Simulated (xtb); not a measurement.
C4H8O2S, charge -1, doublet, at the geometry of the source list (a state made from the parent by changing its charge; the spin is typed, not shown lowest); GFN2-xTB (xtb 6.7.1).

Here is a job for xtb.
```
$ xtb mol.xyz --gfn 2 --chrg -1 --uhf 1 --etemp 10000 --json

# file mol.xyz
15

O      2.15370000     1.24870000    -0.46550000
S      1.15940000     0.77730000     0.45840000
O      1.34220000     1.09490000     1.84770000
C     -0.51370000     1.29520000    -0.08850000
C     -1.04900000     0.04500000    -0.74980000
C     -0.58920000    -1.14330000     0.10210000
C      0.91180000    -1.02840000     0.24590000
H     -1.06620000     1.57120000     0.80460000
H     -0.40910000     2.14240000    -0.75690000
H     -2.13640000     0.06560000    -0.83280000
H     -0.62890000    -0.04640000    -1.75360000
H     -0.87980000    -2.08770000    -0.35970000
H     -1.05670000    -1.08360000     1.08710000
H      1.31570000    -1.53460000     1.11530000
H      1.44640000    -1.31630000    -0.65430000
```

Q: Predict the main parts of the log of this xtb run.

A: 
```
   ID    Z sym.   atoms
    1    8 O      1, 3
    2   16 S      2
    3    6 C      4-7
    4    1 H      8-15

           -------------------------------------------------
          |                Calculation Setup                |
           -------------------------------------------------

           -------------------------------------------------
          |                 G F N 2 - x T B                 |
           -------------------------------------------------

          ...................................................
          :                      SETUP                      :
          :.................................................:
          :  # basis functions                  42          :
          :  # atomic orbitals                  41          :
          :  # shells                           23          :
          :  # electrons                        43          :
          :  max. iterations                   250          :
          :  Hamiltonian                  GFN2-xTB          :
          :  restarted?                      false          :
          :  GBSA solvation                  false          :
          :  PC potential                    false          :
          :  electronic temp.        10000.0000000     K    :
          :  accuracy                    1.0000000          :
          :  -> integral cutoff          0.2500000E+02      :
          :  -> integral neglect         0.1000000E-07      :
          :  -> SCF convergence          0.1000000E-05 Eh   :
          :  -> wf. convergence          0.1000000E-03 e    :
          :  Broyden damping             0.4000000          :
          :  net charge                         -1          :
          :  unpaired electrons                  1          :
          ...................................................

 iter      E             dE          RMSdq      gap      omega  full diag
   1    -24.2504463 -0.242504E+02  0.544E+00    0.83       0.0  T
   2    -24.3222847 -0.718384E-01  0.348E+00    0.89       1.0  T
   3    -24.3260671 -0.378240E-02  0.175E+00    0.80       1.0  T
   4    -24.3277691 -0.170193E-02  0.407E-01    0.90       1.0  T
   5    -24.3278681 -0.989977E-04  0.219E-01    0.91       1.0  T
   6    -24.3279248 -0.567132E-04  0.697E-02    0.93       1.0  T
   7    -24.3279301 -0.538106E-05  0.261E-02    0.94       1.0  T
   8    -24.3279311 -0.965162E-06  0.653E-03    0.94       4.0  T
[...]
         :: total energy             -24.090018509188 Eh    ::
[...]

 Mol. C6AA /au·bohr⁶  :       2892.777162
 Mol. C8AA /au·bohr⁸  :      73763.325145
 Mol. α(0) /au        :         80.834738

Wiberg/Mayer (AO) data.
largest (>0.10) Wiberg bond orders for each atom

 ---------------------------------------------------------------------------
     #   Z sym  total        # sym  WBO       # sym  WBO       # sym  WBO
 ---------------------------------------------------------------------------
     1   8 O    1.780 --     2 S    1.580
     2  16 S    4.481 --     3 O    1.580     1 O    1.580     4 C    0.652
                             7 C    0.651
     3   8 O    1.780 --     2 S    1.580
     4   6 C    3.778 --     5 C    1.014     8 H    0.980     9 H    0.978
                             2 S    0.652
     5   6 C    3.972 --     4 C    1.014     6 C    0.993    11 H    0.979
                            10 H    0.967
     6   6 C    3.972 --     7 C    1.014     5 C    0.993    13 H    0.979
                            12 H    0.967
     7   6 C    3.777 --     6 C    1.014    15 H    0.980    14 H    0.978
                             2 S    0.651
     8   1 H    0.995 --     4 C    0.980
     9   1 H    0.993 --     4 C    0.978
    10   1 H    0.987 --     5 C    0.967
    11   1 H    0.998 --     5 C    0.979
    12   1 H    0.987 --     6 C    0.967
    13   1 H    0.998 --     6 C    0.979
    14   1 H    0.993 --     7 C    0.978
    15   1 H    0.995 --     7 C    0.980
 ---------------------------------------------------------------------------

Topologies differ in total number of bonds
Writing topology from bond orders to xtbtopo.mol

molecular dipole:
                 x           y           z       tot (Debye)
 q only:       -2.664      -1.786      -1.053
   full:       -3.038      -2.036      -1.201       9.784
molecular quadrupole (traceless):
                xx          xy          yy          xz          yz          zz
 q only:       -5.294      -9.967       3.441      -3.746      -3.441       1.854
  q+dip:       -6.482     -12.175       4.019      -4.790      -4.060       2.463
   full:       -6.185     -12.000       4.322      -4.348      -4.019       1.863

           -------------------------------------------------
          | TOTAL ENERGY              -24.090018509188 Eh   |
          | GRADIENT NORM               0.191499828577 Eh/α |
          | HOMO-LUMO GAP               0.938500268175 eV   |
           -------------------------------------------------

normal termination of xtb
```
